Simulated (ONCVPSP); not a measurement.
iron (Fe): one change to an ONCV potential, before and after

ONCVPSP 4.0.1 input, shortened (lines: element, Z, core and valence counts, functional; n l f; lmax; l rc ep ncon nbas qcut; lloc lpopt rc5 dvloc0; l nproj debl; icmod fcfact rcfact), PBEsol, scalar-relativistic:

```
  Fe 26.00    5    2  -116133      upf
    1    0    2.00
    2    0    2.00
    2    1    6.00
    3    0    2.00
    3    1    6.00
    3    2    6.00
    4    0    1.75
    2
    0    2.45    0.00    4    8    2.70
    1    2.25    0.19    4    9    2.90
    2    1.45    0.00    4    9    9.20
    4    5    1.30    4.00
    0    3    3.50
    1    2    2.80
    2    1    3.20
    3    6.00    1.70
```

In the p channel the program set the typed energies aside and used 0.050, 2.850 Ha.

All-electron outer shells of the reference configuration (PBEsol, scalar-relativistic, ld1.x):

```tsv
shell	level (eV)	outermost node (bohr)	outermost maximum (bohr)
3p	-61.91	0.30	0.72
3d	-9.50	–	0.71
4s	-6.98	1.00	2.38
```

Change: s: debl 0.45.

Cutoffs: the cutoffs (Ha) at which the residual kinetic energy of the hardest occupied pseudo-wave falls to 1 and 0.1 mHa per electron; they do not see the model core or the augmentation charge, which bear on the density cutoff. Errors are all-electron minus pseudo energies relative to the spin-unpolarised reference configuration.

Question: What does the change do?

Answer: The potential gets neither clearly harder nor softer (38 Ha and 57 Ha → 38 Ha and 57 Ha); a bound ghost appears in s, which as a rule spoils a file; the errors of the 4 common tests hardly move; the range in which the s phases agree narrows (upper end at the end of the scan → 2.2).

```csv
quantity,base,changed
"cutoff, loose",38 Ha,38 Ha
"cutoff, tight",57 Ha,57 Ha
bound ghosts,none,s
GHOST(+) flags under 300 eV,s at 215.3 eV,s at 74.5 eV
"error for 3d6 4s2, meV [ΔE -1.53 eV]",-1.2,-1.2
"error for 3d6 4s1, meV [ΔE 7.21 eV]",-33,-33
"error for 3d6 4s0, meV [ΔE 23.33 eV]",-386,-386
"error for 3d6 4s0 4p2, meV [ΔE 6.96 eV]",-54,-54
s: phases at 2.49 bohr within 0.05 rad from the reference energy up to (Ha; the scan ends near 5),to the end of the scan,2.2
p: phases at 2.28 bohr within 0.05 rad from the reference energy up to (Ha; the scan ends near 5),3.5,3.5
d: phases at 1.47 bohr within 0.05 rad from the reference energy up to (Ha; the scan ends near 5),1.1,1.1
"rms error of d²Exc/dni dnj with the model core, mHa",3.62,3.62
```

 A true bound ghost makes a file unfit for plane-wave use even where its test errors are small: the radial tests pick states by their node count and pass the ghost by.
